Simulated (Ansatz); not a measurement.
Molecule: C$_{2}$F$_{6}$ (charge 0, singlet). 
Geometry from a B3LYP-D3(BJ)/def2-TZVP (Ansatz, an electronic-structure program) optimisation:
```xyz
8

F     -1.4128     0.5032    -0.9145
C     -0.7531    -0.1907     0.0136
F     -1.2685     0.0845     1.2122
F     -0.8949    -1.4935    -0.2333
C      0.7531     0.1907    -0.0136
F      0.8949     1.4935     0.2333
F      1.2685    -0.0845    -1.2122
F      1.4128    -0.5032     0.9145
```

Property: atomisation energy (electronic, to ground-state atoms), in kcal/mol. Correlated levels leave the core frozen unless marked. Open shells are spin-unrestricted. No spin-orbit coupling. No relativistic terms. The coupled-cluster limit lacks core correlation, which all-electron functionals hold. CBS marks a two-point X^-3 extrapolation of the correlation energy; Hartree-Fock from the larger set.

```csv
level,program,atomisation energy (kcal/mol)
HF/aug-cc-pVDZ,Ansatz,502.7
BLYP/def2-TZVPD,Ansatz,785.9
B3LYP-D4/def2-TZVPD,Ansatz + dftd4,779.2
BHLYP-D3(BJ)/def2-TZVPD,Ansatz + dftd3,727.5
SCS-MP2/STO-3G,Ansatz,566.5
CCSD/STO-3G,Ansatz,577.8
"CCSD(T)/CBS(cc-pVTZ,cc-pVQZ)",Ansatz,790.0
```
